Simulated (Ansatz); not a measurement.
ClFH₂NSi (`N[Si](F)Cl`) radical from Hartree–Fock to CCSD(T)

Z-matrix (Å, degrees):
```
N
Si 1 1.704
H 1 1.008 2 119.8
H 1 1.009 2 119.7 3 -145.4
F 2 1.597 1 106.5 3 -165.7
Cl 2 2.056 1 107.7 3 -47.5
```

The species carries charge 0 and has multiplicity 2. Geometry: relaxed with PBE0-D4/def2-TZVP. It is one conformer, not always the lowest. Frozen core, unrestricted reference, the Gaussian-basis code of Ansatz. CBS rows extrapolate triple and quadruple zeta; past MP2 they add the triple-zeta difference.

```json
{"basis": "def2-SVP", "HF (Eh)": "-903.22747", "MP2 corr.": "?", "CCSD corr.": "-0.58879", "(T)": "?", "CCSD(T) total": "?"}
{"basis": "def2-TZVPP", "HF (Eh)": "?", "MP2 corr.": "-0.74469", "CCSD corr.": "-0.77218", "(T)": "-0.02847", "CCSD(T) total": "?"}
{"basis": "def2-QZVPP", "HF (Eh)": "-903.73030", "MP2 corr.": "-0.81320", "CCSD corr.": "–", "(T)": "–", "CCSD(T) total": "–"}
{"basis": "CBS(def2)", "HF (Eh)": "?", "MP2 corr.": "-0.86395", "CCSD corr.": "-0.89144", "(T)": "as TZ", "CCSD(T) total": "?"}
```

Problem. Fill in the withheld values. (Best estimate.)

Solution. Ansatz gave: def2-SVP MP2 corr.: -0.56019; def2-SVP (T): -0.01226; def2-SVP CCSD(T) total: -903.82852; def2-TZVPP HF (Eh): -903.70011; def2-TZVPP CCSD(T) total: -904.50076; CBS(def2) HF (Eh): -903.73446; CBS(def2) CCSD(T) total: -904.65437.
